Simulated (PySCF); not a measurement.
Compound: [RuF6]3- (charge -3 and doublet state).
Structure used (PBE0-D3(BJ)/def2-SVP), in Å, numbered top down from 1:
```
atom  x, y, z in Å
Ru1    0.000    0.000    0.000
F2    -0.024   -0.014    2.018
F3     0.025    0.014   -2.018
F4     2.018    0.008    0.027
F5    -2.018   -0.008   -0.026
F6    -0.008    2.088    0.014
F7     0.007   -2.088   -0.015
```

Theory: PBE0-D3(BJ)/def2-SVP geometry optimisation, gas phase, def2 core potentials past Kr (PySCF).

(1) Which atoms are bound to Ru1, and at what distances?

(2) List the angles at Ru1.

(3) What is the shape at Ru1?

(4) What are the rotational constants (commonest isotopes, rigid rotor)?

Results:

(1) 6 atoms: F5 2.018 Å, F2 2.018 Å, F3 2.018 Å, F4 2.019 Å, F7 2.088 Å, F6 2.088 Å.

(2) 
```tsv
angle	degrees	distance of the outer atoms (Å)
F6–Ru1–F7	180.0	4.18
F4–Ru1–F5	180.0	4.04
F2–Ru1–F3	180.0	4.04
F2–Ru1–F5	90.1	2.86
F3–Ru1–F4	90.1	2.86
F4–Ru1–F7	90.0	2.90
F5–Ru1–F6	90.0	2.90
F2–Ru1–F7	90.0	2.90
F3–Ru1–F6	90.0	2.90
F3–Ru1–F7	90.0	2.90
F2–Ru1–F6	90.0	2.90
F4–Ru1–F6	90.0	2.90
F5–Ru1–F7	90.0	2.90
F3–Ru1–F5	90.0	2.85
F2–Ru1–F4	89.9	2.85
```

(3) Octahedral: the three widest angles are 180.0°, 180.0° and 180.0°, the others run from 89.9° to 90.1°. The Ru–F distances aren't all alike: 2.018 to 2.088 Å.

(4) A = 1632, B = 1578, C = 1576 MHz: a prolate symmetric top.

Point group: D4h (every atom within 0.08 Å of its image). Charge -3, doublet. ⟨S²⟩ = 0.752 (exact for a doublet: 0.75). Whether so highly charged an anion holds all its electrons in the gas phase wasn't checked; a finite basis holds them in any case. The ion is multiply charged and computed without counter-ions or solvent. The geometry's basis has no diffuse functions, a weakness for an anion. Stationary, but not proved a minimum.

Neither the SCF state along the optimisation nor the shape of the open-shell metal species was proved the lowest: other solutions of the same spin, or a structure of lower symmetry, can lie below.
